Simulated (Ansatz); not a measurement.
`[AlH2][BH][Al]([Cl])[Br]` + H₂S → `[SH][Al]([Cl])[Br]` + `[BH2][AlH2]` at 500 K and 1 bar (cleavage of the Al–B bond).

Isolated molecules relaxed with PBE0-D4/def2-TZVP in Ansatz; ΔE leaves out vibrations. CBS: MP2 limit from def2 TZ/QZ plus the TZ coupled-cluster correction, frozen cores. This one scheme is used for every species. For Br outer-core shells are correlated without core-valence functions, which leaves a few kJ/mol of doubt a bond. Scalar relativity is left out up to krypton. One conformer a species, not always the lowest.

```csv
species,CCSD(T)/CBS energy (Eh),H − E (kJ/mol),S (J/(mol·K))
`[AlH2][BH][Al]([Cl])[Br]`,-3543.80544,126.0,484.7
H₂S,-398.97279,57.0,224.0
`[SH][Al]([Cl])[Br]`,-3673.67780,69.8,396.3
`[BH2][AlH2]`,-269.14094,113.4,300.6
```

H − E and S are ideal-gas, rigid-rotor, harmonic terms from PBE0-D4/def2-TZVP, for one conformer and one mirror image of each species. 1 Eh = 2625.50 kJ/mol, R = 8.31446 J/(mol·K).

**Question.** By hand: ΔE, ΔH, ΔS and ΔG.

**Answer.** ΔE = (-3673.67780) + (-269.14094) − (-3543.80544) − (-398.97279) = -0.04051 Eh = -106.4 kJ/mol. Δ(H − E) = 69.8 + 113.4 − 126.0 − 57.0 = 0.2, so ΔH = -106.2 kJ/mol. ΔS = 396.3 + 300.6 − 484.7 − 224.0 = -11.8 J/(mol·K). ΔG = -106.2 − 500 × (-11.8)/1000 = -100.3 kJ/mol.

**Question.** By hand: the equilibrium constant, and the temperature at which ΔG would vanish if ΔH and ΔS stayed fixed.

**Answer.** log₁₀ K = −ΔG/(RT ln 10) = 10.5. ΔG = 0 at ΔH/ΔS = 9000 K, far beyond where these terms or the molecules hold.

The number of gas molecules stays the same, so ΔS is small and ΔH decides. A doubt of 5 kJ/mol in ΔE shifts log₁₀ K by 0.5 here. Other conformers and mirror images would add mixing entropy, several J/(mol·K) or more a flexible species. Modes under 60 cm⁻¹, often nearly free rotors, make the harmonic entropy too high. These are equilibria of isolated gas molecules and say nothing of rates. Largest T1 diagnostic: 0.010 (customary marks: 0.02 for closed shells, 0.045 for open ones).
